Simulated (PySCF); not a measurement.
AlF2, charge +1. Atoms are numbered in the order given.

```xyz
3

Al     0.0000     0.0000     0.0000
F      0.0000     0.0000    -1.5918
F      0.0000     0.0000     1.5918
```
Charge +1, spin multiplicity 1.

Geometry optimised at B3LYP-D3(BJ)/def2-TZVP. The multiplicity is an assumed one; other spin states were not compared. The isomer is the one that the SMILES or the coordinates give; other isomers of the formula were not compared.

Method: TDDFT-PBE/def2-TZVPD (PySCF).

Vertical excitations; the highest root listed may be one member of a degenerate set.  State labels are in the subgroup D2h.

```json
[
 {"state": "S1", "symmetry": "B2g", "energy (eV)": "6.32", "λ (nm)": "196", "f": "0.000", "main pairs": "HOMO−1→LUMO (degenerate set)"},
 {"state": "S2", "symmetry": "B3g", "energy (eV)": "6.32", "λ (nm)": "196", "f": "0.000", "main pairs": "HOMO→LUMO (degenerate set)"},
 {"state": "S3", "symmetry": "B3u", "energy (eV)": "6.62", "λ (nm)": "187", "f": "0.048", "main pairs": "HOMO−2→LUMO (degenerate set)"},
 {"state": "S4", "symmetry": "B2u", "energy (eV)": "6.62", "λ (nm)": "187", "f": "0.048", "main pairs": "HOMO−3→LUMO (degenerate set)"},
 {"state": "S5", "symmetry": "B1u", "energy (eV)": "7.91", "λ (nm)": "157", "f": "0.100", "main pairs": "HOMO−4→LUMO 89 %"},
 {"state": "S6", "symmetry": "Ag", "energy (eV)": "8.60", "λ (nm)": "144", "f": "0.000", "main pairs": "HOMO−5→LUMO 89 %"},
 {"state": "S7", "symmetry": "Au", "energy (eV)": "9.48", "λ (nm)": "131", "f": "0.000", "main pairs": "HOMO−1→LUMO+1 50 %, HOMO→LUMO+2 50 %"},
 {"state": "S8", "symmetry": "Au", "energy (eV)": "9.52", "λ (nm)": "130", "f": "0.000", "main pairs": "HOMO→LUMO+2, HOMO−1→LUMO+1 (degenerate set)"},
 {"state": "S9", "symmetry": "B1u", "energy (eV)": "9.52", "λ (nm)": "130", "f": "0.000", "main pairs": "HOMO→LUMO+1, HOMO−1→LUMO+2 (degenerate set)"},
 {"state": "S10", "symmetry": "B1g", "energy (eV)": "9.67", "λ (nm)": "128", "f": "0.000", "main pairs": "HOMO−2→LUMO+1 50 %, HOMO−3→LUMO+2 50 %"},
 {"state": "T1", "symmetry": "B2g", "energy (eV)": "6.03", "λ (nm)": "206", "f": "0", "main pairs": "HOMO−1→LUMO (degenerate set)"},
 {"state": "T2", "symmetry": "B3g", "energy (eV)": "6.03", "λ (nm)": "206", "f": "0", "main pairs": "HOMO→LUMO (degenerate set)"},
 {"state": "T3", "symmetry": "B3u", "energy (eV)": "6.16", "λ (nm)": "201", "f": "0", "main pairs": "HOMO−2→LUMO (degenerate set)"},
 {"state": "T4", "symmetry": "B2u", "energy (eV)": "6.16", "λ (nm)": "201", "f": "0", "main pairs": "HOMO−3→LUMO (degenerate set)"}
]
```
Triplets are in the Tamm–Dancoff approximation, which puts them higher than full response would, so one can lie above its singlet here.
